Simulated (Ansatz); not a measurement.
C2H5BClF can be A, `BC(F)CCl`, or B, `BCC(F)Cl`.

Gas-phase electronic energies from Ansatz, PBE0-D4/def2-TZVP geometries. CCSD(T)/CBS adds triple-zeta CCSD(T) − MP2 to the extrapolated MP2 energy (def2 sets, frozen cores). DFT in def2-TZVPP. One conformer a species, not always the lowest.

(1) Which is lower in electronic energy at CCSD(T)/CBS, and by how much? (Estimate.)

(2) Give E(B) − E(A) in kJ/mol with PBE0-D4, CCSD(T)/def2-TZVPP, CCSD/def2-TZVPP, B2PLYP, r2SCAN-D4, ωB97M-V, MP2/def2-TZVPP. (Estimate.)

Largest T1 diagnostic: 0.010.

## Answers

(1) Ansatz gave: B, by 28.6 kJ/mol.

(2) Ansatz gave: PBE0-D4 -29.2, CCSD(T)/def2-TZVPP -29.4, CCSD/def2-TZVPP -28.3, B2PLYP -28.5, r2SCAN-D4 -31.7, ωB97M-V -29.2, MP2/def2-TZVPP -31.7. None reverses the order clearly.

In def2-TZVPP, CCSD(T) changes the Hartree–Fock value by −3.8 kJ/mol (the triples alone add −1.1 kJ/mol) and MP2 by −6.1 kJ/mol.
